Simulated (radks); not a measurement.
Results of a calculation; reference values are marked as such.
Q: The strontium ion Sr2+, configuration [Kr] (the NIST ground configuration). Level of theory: Dirac Kohn-Sham, PBE, spin-unpolarised, spherical densities, point nucleus; speed of light set to 171.295 atomic units (1.25 times the physical value, a model run) (a radial shooting solver on a logarithmic mesh with Libxc functionals).

Spin-orbit splittings of the eigenvalues, e(l+1/2) - e(l-1/2), with zeta = 2 splitting/(2l+1) and mean radii in bohr:

| shell | occ. | splitting (eV) | zeta (eV) | <r> j=l-1/2 | <r> j=l+1/2 |
|---|---|---|---|---|---|
| 2p | 6 | 43.06 | 28.70 | 0.1492 | 0.1519 |
| 3p | 6 | ? | ? | 0.4957 | 0.5023 |
| 3d | 10 | 1.175 | 0.4700 | 0.4963 | 0.4986 |
| 4p | 6 | 0.7442 | 0.4961 | 1.538 | 1.558 |

Estimate the 3p splitting.

A: 6.585 eV (zeta = 4.390 eV).
